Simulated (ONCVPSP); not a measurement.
**Ta, ONCV: configuration errors across variants**

ONCVPSP 4.0.1 input, shortened (lines: element, Z, core and valence counts, functional; n l f; lmax; l rc ep ncon nbas qcut; lloc lpopt rc5 dvloc0; l nproj debl; icmod fcfact rcfact), PBEsol, fully relativistic:

```
  Ta 73.00    9    5  -116133      upf
    1    0    2.00
    2    0    2.00
    2    1    6.00
    3    0    2.00
    3    1    6.00
    3    2   10.00
    4    0    2.00
    4    1    6.00
    4    2   10.00
    4    3   13.50
    5    0    2.00
    5    1    6.00
    5    2    3.50
    6    0    2.00
    3
    0    1.90    0.00    4    8    6.40
    1    1.40    0.00    4    8    6.60
    2    2.55    0.00    3    8    5.00
    3    0.80    0.00    4    9   20.90
    4    5    0.70    0.00
    0    2    3.10
    1    2    1.40
    2    2    3.40
    3    1    3.10
    3    4.25    1.45
```

Open shells are filled in proportion to 2j + 1.

In the p channel the program set the typed energies aside and used -1.410, 0.250 Ha (j = l + 1/2; the other j can differ).

All-electron excitation energies from the reference (eV): (1) 4f14 5s2 5p6 5d3 6s2 -11.399; (2) 4f14 5s2 5p6 5d3 6s1 -2.890; (3) 4f14 5s2 5p6 5d3 6s0 12.089; (4) 4f14 5s2 5p6 5d4 6s0 -1.470.

A true bound ghost makes a file unfit for plane-wave use even where its test errors are small: the radial tests pick states by their node count and pass the ghost by.

Errors AE − PS in meV (a dash: test not solved or not reliable):

```csv
change,(1),(2),(3),(4),bound ghosts,GHOST(+) flags above zero
base,-105,-61,-5.5,+47,"s, p3/2, p1/2","d5/2, d3/2"
"core correction Teter function, fcfact 1.4, rcfact 1.45",-102,-57,-2.8,+50,"s, p3/2, p1/2","d5/2, d3/2"
"core correction Teter function, fcfact 2.3, rcfact 1.45",-103,-59,-3.8,+49,"s, p3/2, p1/2","d5/2, d3/2"
"core correction Teter function, fcfact 2.8, rcfact 1.45",-104,-59,-4.3,+48,"s, p3/2, p1/2","d5/2, d3/2"
"core correction Teter function, fcfact 3.5, rcfact 1.45",-105,-60,-4.9,+48,"s, p3/2, p1/2","d5/2, d3/2"
"core correction Teter function, fcfact 4, rcfact 1.45",-105,-60,-5.3,+48,"s, p3/2, p1/2","d5/2, d3/2"
"core correction Teter function, fcfact 4.9, rcfact 1.45",-106,-61,-5.9,+47,"s, p3/2, p1/2","d5/2, d3/2"
"core correction Teter function, fcfact 6.1, rcfact 1.45",-107,-62,-6.6,+47,"s, p3/2, p1/2","d5/2, d3/2"
"core correction Teter function, fcfact 6.8, rcfact 1.45",-107,-62,-7.0,+46,"s, p3/2, p1/2","d5/2, d3/2"
"core correction Teter function, fcfact 7.6, rcfact 1.45",-108,-63,-7.3,+46,"s, p3/2, p1/2","d5/2, d3/2"
```

**Question.** Give the same row for: core correction Teter function, fcfact 5.5, rcfact 1.45.

**Answer.** -106, -61, -6.3, +47; bound ghosts: s, p3/2, p1/2; GHOST(+) flags above zero: d5/2, d3/2.
